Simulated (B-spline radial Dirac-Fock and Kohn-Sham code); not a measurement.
## Bi⁺: L2-M45M45 lines in intermediate coupling

System: bismuth as Bi⁺, configuration [Xe] 4f14 5d10 6s2 6p2, inside a Watson sphere of charge -1 and radius 2.2 Å (a model of the Madelung potential; inside it an electron's potential energy is raised by 6.5 eV).

Level of theory: Dirac-Fock ΔSCF + Breit + QED; a B-spline atomic structure program. The two-hole levels come from diagonalising the Coulomb interaction among the jj configurations; intensities are independent-particle Coulomb rates. Kinetic energies are from the vacuum level. Correlation and solid-state effects are left out. Open outer shells are spectators and are not coupled to the holes.

```
kinetic energy (eV)  J  leading jj holes (weight)  leading LS term (weight)
            10214.0  0                M4M4 (0.99)                ³P0 (0.52)
            10241.0  2                M4M4 (1.00)                ³F2 (0.62)
            10338.6  4                M4M5 (1.00)                ¹G4 (0.85)
            10339.8  1                M4M5 (1.00)                ³P1 (1.00)
            10344.9  2                M4M5 (1.00)                ³P2 (0.51)
            10355.8  3                M4M5 (1.00)                ³F3 (1.00)
            10429.6  0                M5M5 (0.99)                ¹S0 (0.52)
            10451.9  2                M5M5 (1.00)                ¹D2 (0.49)
            10461.6  4                M5M5 (1.00)                ³F4 (0.85)
```

The intensity is shared as follows: 10338.6 eV 67.8 %, 10241.0 eV 17.2 %, 10355.8 eV 8.4 %, 10214.0 eV 2.0 %, 10451.9 eV 1.6 %, 10344.9 eV 1.3 %, 10339.8 eV 1.1 %, 10461.6 eV 0.4 %, 10429.6 eV 0.2 %.

The strongest line, by its leading LS label ¹G4, lies at 10338.6 eV. The mean weight of the leading component is 1.00 in jj and 0.71 in LS coupling, so jj labels describe these levels better.

Values without a named source are computed, but for edge energies of neutral atoms, which are taken from tables.
